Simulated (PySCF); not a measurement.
Two species compared at the same levels of theory.

First species: C3H4F2.
Atom-mapped SMILES: `[F:1][C@@H:2]1[CH2:3][C@H:4]1[F:5]` (hydrogens: H6 on C2; H7, H8 on C3; H9 on C4)

Second species: trimethylaluminum, C₃H₉Al.
SMILES with atom numbers: `[CH3:1][Al:2]([CH3:3])[CH3:4]` (hydrogens: H5, H6, H7 on C1; H8, H9, H10 on C3; H11, H12, H13 on C4)

Levels: CAM-B3LYP/def2-SVPD for dipole moment, HOMO energy, LUMO energy, HOMO–LUMO gap, static isotropic polarisability and electronic spatial extent ⟨r²⟩ about the centre of nuclear charge; TDDFT CAM-B3LYP/def2-SVPD for lowest singlet excitation; TDA CAM-B3LYP/def2-SVPD for lowest triplet excitation (Tamm–Dancoff); ΔSCF CAM-B3LYP/def2-SVPD for vertical ionisation energy; PBE0-D3(BJ)/def2-SVP for rotational constant A and rotational constant C. Geometries: PBE0-D3(BJ)/def2-SVP. Each species is one conformer at its optimised geometry, gas phase, non-relativistic unless stated. Electronic properties by PySCF.

Problem. Which of the two has the higher ⟨r²⟩, and by how much?

Solution. The second: 543 bohr² against 388 bohr², a difference of 155 bohr².

Problem. Which of the two has the higher rotational constant C, and by how much?

Solution. The first: 3.093 GHz against 2.595 GHz, a difference of 0.498 GHz.

Problem. Which has the higher T1 energy?

Solution. The first: 7.43 eV against 5.47 eV, a difference of 1.96 eV.

Problem. Which has the higher HOMO energy?

Solution. The second: -8.96 eV against -9.89 eV, a difference of 0.93 eV.

Problem. Which of the two has the higher HOMO–LUMO gap, and by how much?

Solution. The first: 11.47 eV against 9.40 eV, a difference of 2.07 eV.

Problem. Which of the two has the higher dipole moment, and by how much?

Solution. The first: 1.23 D against 0.01 D, a difference of 1.22 D.

Problem. Which of the two has the higher vertical ionisation energy, and by how much?

Solution. The first: 11.02 eV against 9.80 eV, a difference of 1.22 eV.

Problem. Which of the two has the higher LUMO energy, and by how much?

Solution. The first: 1.58 eV against 0.44 eV, a difference of 1.14 eV.

On the first: The vertical singlet–triplet gap S1 − T1 is 0.41 eV (TDDFT singlet less Tamm–Dancoff triplet). In wavenumbers S1 is 63300 cm⁻¹ (1 eV = 8065.54 cm⁻¹).

On the second: The polarisability is 9.60 Å³ as a volume (1 au = 0.148185 Å³), or 1.62 au for each of the 40 electrons. The ΔSCF ionisation energy exceeds −ε(HOMO) by 0.84 eV with CAM-B3LYP.
